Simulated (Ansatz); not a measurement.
Cu₂O₂. The state is a singlet with charge 0. Geometry PBE0-D4/def2-SVP.

```xyz
4

Cu   -1.5297    1.1846    0.3872
Cu    0.9334   -1.4307   -0.9864
O     0.3845   -0.5489    0.4911
O     0.2118    0.7951    0.1081
```

B3LYP takes the VWN-RPA correlation. The structure holds 1 bond(s) between oxygen atoms. No other spin state of charge 0 was run. Another isomer (singlet) lies 1.23 eV lower at PBE0-D4/def2-TZVP; other spin states weren't run for this one.

Question: Estimate the orbital energies around the gap (eV) in Ansatz with PBE-D4/def2-TZVP, r2SCAN-D4/def2-TZVP, B3LYP-D4/def2-TZVP, PBE0-D4/def2-TZVP, ωB97X-V/def2-TZVP.

Answer: 
```csv
orbital,PBE-D4/def2-TZVP,r2SCAN-D4/def2-TZVP,B3LYP-D4/def2-TZVP,PBE0-D4/def2-TZVP,ωB97X-V/def2-TZVP
HOMO−5,-6.01,-6.11,-7.65,-7.88,-10.39
HOMO−4,-6.00,-6.11,-7.53,-7.69,-10.08
HOMO−3,-5.84,-5.92,-7.28,-7.43,-9.84
HOMO−2,-5.82,-5.86,-7.10,-7.23,-9.67
HOMO−1,-4.65,-4.61,-5.28,-5.22,-7.16
HOMO,-4.30,-4.29,-5.04,-5.00,-6.98
LUMO,-3.40,-3.14,-2.74,-2.30,-0.32
LUMO+1,-3.34,-3.07,-2.63,-2.19,-0.15
LUMO+2,0.39,0.89,1.61,2.09,4.16
LUMO+3,1.32,1.67,2.08,2.51,4.48
LUMO+4,1.38,1.73,2.15,2.57,4.61
LUMO+5,1.39,1.77,2.18,2.63,4.85
```
